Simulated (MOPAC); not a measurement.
Input file for MOPAC: AM1 on AlAsH4 (SMILES [AlH2][AsH2]), a point of a torsion scan.

```
AM1 1SCF PRECISE CHARGE=0 THREADS=1
AlAsH4

Al    -0.89056079 1     0.00755159 1    -0.12777671 1
As     1.44588041 1     0.05780936 1    -0.67612744 1
H     -1.82814965 1    -1.19748583 1    -0.45001848 1
H     -1.70069721 1     1.07294814 1     0.67037764 1
H      1.58238559 1     0.21105588 1     0.83059278 1
H      1.26765744 1    -1.43631656 1    -0.46164845 1
```

Program output:

```
*******************************************************************************
 **                                                                           **
 **                              MOPAC v23.2.5                                **
 **                                                                           **
 *******************************************************************************
 ** MOPAC's Digital Object Identifier: https://doi.org/10.5281/zenodo.6511958 **
 **                                                                           **
 ** Please cite the open-source release paper for use of this MOPAC version:  **
 ** J. E. Moussa and J. J. P. Stewart (2026)                                  **
 ** MOPAC: An open-source semiempirical molecular orbital program             **
 ** J. Open Source Softw., 11(119), 8025, https://doi.org/10.21105/joss.08025 **
 *******************************************************************************

                              AM1 CALCULATION RESULTS

 *******************************************************************************
 *  AM1        - The AM1 Hamiltonian to be used
 *
 *
 *
 *                 CHARGE ON SYSTEM = 0
 *
 *
 *
 *  PRECISE    - TIGHTER CRITERIA TO BE USED
 *  1SCF       - DO 1 SCF AND THEN STOP
 *  THREADS=1  - MULTI-THREADING NOT USED
 *  T=         - A TIME OF 172800.0 SECONDS REQUESTED
 *  DUMP=N     - RESTART FILE WRITTEN EVERY 7200.0 SECONDS REQUESTED
 *******************************************************************************
AM1 1SCF PRECISE CHARGE=0 THREADS=1
 AlAsH4

   ATOM   CHEMICAL          X               Y               Z
  NUMBER   SYMBOL      (ANGSTROMS)     (ANGSTROMS)     (ANGSTROMS)

     1      Al         -0.89056079  *   0.00755159  *  -0.12777671  *
     2      As          1.44588041  *   0.05780936  *  -0.67612744  *
     3       H         -1.82814965  *  -1.19748583  *  -0.45001848  *
     4       H         -1.70069721  *   1.07294814  *   0.67037764  *
     5       H          1.58238559  *   0.21105588  *   0.83059278  *
     6       H          1.26765744  *  -1.43631656  *  -0.46164845  *



          CARTESIAN COORDINATES

    NO.       ATOM           X           Y           Z

     1        Al         -0.8906      0.0076     -0.1278
     2        As          1.4459      0.0578     -0.6761
     3         H         -1.8281     -1.1975     -0.4500
     4         H         -1.7007      1.0729      0.6704
     5         H          1.5824      0.2111      0.8306
     6         H          1.2677     -1.4363     -0.4616

  H: (AM1): M.J.S. DEWAR ET AL, J. AM. CHEM. SOC. 107 3902-3909 (1985)
 Al: (AM1): M. J. S. Dewar, A. J. Holder, Organometallics, 9, 508-511 (1990).
 As: (AM1): J. J. P. STEWART, J. MOL. MOD., 10, 155-164 (2004)

           Empirical Formula: H4 Al As  =     6 atoms



      MOLECULAR POINT GROUP   :   C1


      RHF CALCULATION, NO. OF DOUBLY OCCUPIED LEVELS = 6


 -------------------------------------------------------------------------------
 AM1 1SCF PRECISE CHARGE=0 THREADS=1
 AlAsH4



     1SCF WAS SPECIFIED, SO BFGS WAS NOT USED
     SCF FIELD WAS ACHIEVED


                              AM1 CALCULATION
                                                       MOPAC v23.2.5 Linux




          FINAL HEAT OF FORMATION =         15.18445 KCAL/MOL =      63.53174 KJ/MOL


          COSMO AREA              =        105.96 SQUARE ANGSTROMS
          COSMO VOLUME            =         94.68 CUBIC ANGSTROMS

          IONIZATION POTENTIAL    =         10.020065 EV
          HOMO LUMO ENERGIES (EV) =        -10.020 -1.556
          NO. OF FILLED LEVELS    =          6
          MOLECULAR WEIGHT        =        105.9347         POINT GROUP:  C1

          MOLECULAR DIMENSIONS (Angstroms)

            Atom       Atom       Distance
            H     6    H     4     4.04834
            H     5    H     3     3.69377
           As     2    H     3     1.19027


          SCF CALCULATIONS        =          1





   ATOM   CHEMICAL          X               Y               Z
  NUMBER   SYMBOL      (ANGSTROMS)     (ANGSTROMS)     (ANGSTROMS)

     1      Al         -0.89056079  *   0.00755159  *  -0.12777671  *
     2      As          1.44588041  *   0.05780936  *  -0.67612744  *
     3       H         -1.82814965  *  -1.19748583  *  -0.45001848  *
     4       H         -1.70069721  *   1.07294814  *   0.67037764  *
     5       H          1.58238559  *   0.21105588  *   0.83059278  *
     6       H          1.26765744  *  -1.43631656  *  -0.46164845  *

                             CARTESIAN COORDINATES

   1   Al       -0.890560790     0.007551590    -0.127776710
   2   As        1.445880410     0.057809360    -0.676127440
   3    H       -1.828149650    -1.197485830    -0.450018480
   4    H       -1.700697210     1.072948140     0.670377640
   5    H        1.582385590     0.211055880     0.830592780
   6    H        1.267657440    -1.436316560    -0.461648450


           Empirical Formula: H4 Al As  =     6 atoms



      MOLECULAR POINT GROUP   :   C1


                  EIGENVALUES
 -19.92338 -14.30802 -12.77076 -11.46501 -10.62234 -10.02007  -1.55578  -0.39547
   1.29229   1.32928   2.13890   2.23673


              NET ATOMIC CHARGES AND DIPOLE CONTRIBUTIONS

  ATOM NO.   TYPE          CHARGE      No. of ELECS.   s-Pop       p-Pop
    1         Al          -0.036219        3.0362     1.21241     1.82381
    2         As           0.317427        4.6826     1.87789     2.80468
    3          H          -0.047002        1.0470     1.04700
    4          H          -0.042406        1.0424     1.04241
    5          H          -0.094616        1.0946     1.09462
    6          H          -0.097185        1.0972     1.09719
 DIPOLE           X         Y         Z       TOTAL
 POINT-CHG.     1.808     0.713    -1.206     2.287
 HYBRID        -1.250    -1.127     1.693     2.387
 SUM            0.558    -0.414     0.488     0.849


          ATOMIC ORBITAL ELECTRON POPULATIONS

     Atom    s        px        py        pz
    1 Al   1.21241   0.82314   0.72091   0.27976
    2 As   1.87789   0.96610   0.92484   0.91374
    3  H   1.04700
    4  H   1.04241
    5  H   1.09462
    6  H   1.09719

 **********************
 *                    *
 * JOB ENDED NORMALLY *
 *                    *
 **********************




 == MOPAC DONE ==
```

The run finished.

Cost: very roughly 0.010 core-seconds.
